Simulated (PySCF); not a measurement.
Isomers of C5H5ClO, one GFN2-xTB conformer each. Single-point energies are computed at PBE0/pcSseg-1 (PySCF, gas phase, no added dispersion term), electronic only.

```csv
SMILES,GFN2-xTB relative energy (kJ/mol)
C=C/C=C/C(=O)Cl,135.7
O=C1CC=C1CCl,165.0
Cc1occc1Cl,0.0
```

Conformers: `[CH2:1]=[CH:2]/[CH:3]=[CH:4]/[C:5](=[O:6])[Cl:7]` with C1–C2–C3–C4 180°, C3–C4–C5–O6 0°; `[O:1]=[C:2]1[CH2:3][CH:4]=[C:5]1[CH2:6][Cl:7]` with C4–C5–C6–Cl7 0°.

Task: What does PBE0/pcSseg-1 give for the same structures?

Result: 
| SMILES | PBE0/pcSseg-1 E (Eh) | PBE0/pcSseg-1 (kJ/mol) | GFN2-xTB (kJ/mol) | point group |
| --- | --- | --- | --- | --- |
| Cc1occc1Cl | -728.43041 | 0.0 | 0.0 | – |
| C=C/C=C/C(=O)Cl | -728.41980 | 27.8 | 135.7 | Cs |
| O=C1CC=C1CCl | -728.39972 | 80.6 | 165.0 | Cs |

Both levels put the same isomer lowest; measured from each level's own lowest isomer, the values differ by up to 107.9 kJ/mol (C=C/C=C/C(=O)Cl: 135.7 against 27.8). As drawn, the lowest has an aromatic ring, which the highest lacks; the highest has a four-membered ring, a C=O bond and a C=C bond outside aromatic rings, which the lowest lacks.

Task: Which frontier levels, dipoles and rotational constants go with these structures?

Result: 
```csv
SMILES,"HOMO (eV, PBE0/pcSseg-1)",LUMO (eV),dipole (D),"A, B, C (MHz)"
Cc1occc1Cl,-6.50,0.16,1.04,"3597, 2003, 1297"
C=C/C=C/C(=O)Cl,-7.76,-2.70,4.46,"7323, 874.4, 781.1"
O=C1CC=C1CCl,-7.54,-1.64,1.71,"5411, 1220, 1008"
```
